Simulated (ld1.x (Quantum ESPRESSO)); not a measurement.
## N: one change to a PAW potential, before and after

* Element: N
* Generator: ld1.x (Quantum ESPRESSO) 7.5
* Type: PAW
* Functional: PBE
* Relativity: non-relativistic
* Frozen core: [He]
* Valence charge: 5
* Reference configuration: 2s2 2p3
* Partial waves: 2s (bound): rcut 0.75, rcutus 0.90 bohr; 2s channel at -0.9 Ry: rcut 0.75, rcutus 0.90 bohr; 2p (bound): rcut 1.15, rcutus 1.35 bohr; 2p channel at 3.15 Ry: rcut 1.15, rcutus 1.35 bohr; 3d channel at 0.35 Ry: rcut 1.10, rcutus 1.30 bohr
* Local potential: all-electron potential smoothed inside 1.15 bohr (lloc = -1)
* Core correction: Bessel-smoothed model core inside 0.45 bohr
* Augmentation charge: PSQ, inside the norm-conserving radii

All-electron outer shells of the reference configuration (PBE, non-relativistic, ld1.x):

| shell | level (eV) | outermost node (bohr) | outermost maximum (bohr) |
| --- | --- | --- | --- |
| 2s | -18.56 | 0.32 | 1.02 |
| 2p | -7.10 | – | 0.98 |

Change: augmentation BESSEL, radius 0.85 bohr.

Cutoffs: the cutoffs (Ry, on a coarse ladder) from which the occupation-weighted sum of valence levels, in a spherical-Bessel basis at the reference potential, stays within 10 and 1 mRy of its value at 400 Ry; they do not see the model core or the augmentation charge, which bear on the density cutoff. Errors are all-electron minus pseudo energies relative to the spin-unpolarised reference configuration.

**Question.** How do hardness, ghosts and transferability respond?

**Answer.** The potential gets neither clearly harder nor softer (40 Ry and 60 Ry → 40 Ry and 60 Ry); of the 7 tests that both files solve, the error grows in 1 and shrinks in 0 by more than 15 % and 0.3 meV (median size 1.6 → 1.4 meV); neither file shows a bound ghost.

| quantity | base | changed |
| --- | --- | --- |
| cutoff, loose | 40 Ry | 40 Ry |
| cutoff, tight | 60 Ry | 60 Ry |
| bound ghosts | none | none |
| error for 2s2 2p2, meV [ΔE 13.60 eV] | -0.1 | -0.1 |
| error for 2s2 2p1, meV [ΔE 42.46 eV] | -1.6 | -1.9 |
| error for 2s2 2p0, meV [ΔE 89.54 eV] | -7.9 | -9.8 |
| error for 2s1 2p0, meV [ΔE 167.31 eV] | -30 | -33 |
| error for 2s0 2p5, meV [ΔE 22.98 eV] | -1.6 | -1.4 |
| error for 2s2 2p2.5, meV [ΔE 5.10 eV] | 0.0 | 0.0 |
| error for 2s1 2p4, meV [ΔE 11.48 eV] | -0.4 | -0.3 |
| s: phases at 1.51 bohr within 0.05 rad from the reference energy up to (Ry; the scan ends near 5) | to the end of the scan | to the end of the scan |
| p: phases at 1.51 bohr within 0.05 rad from the reference energy up to (Ry; the scan ends near 5) | to the end of the scan | to the end of the scan |
| d: phases at 1.51 bohr within 0.05 rad from the reference energy up to (Ry; the scan ends near 5) | to the end of the scan | to the end of the scan |
| lowest overlap eigenvalue by channel | s 0.55, p 0.89, d 0.72 | s 0.55, p 0.89, d 0.72 |
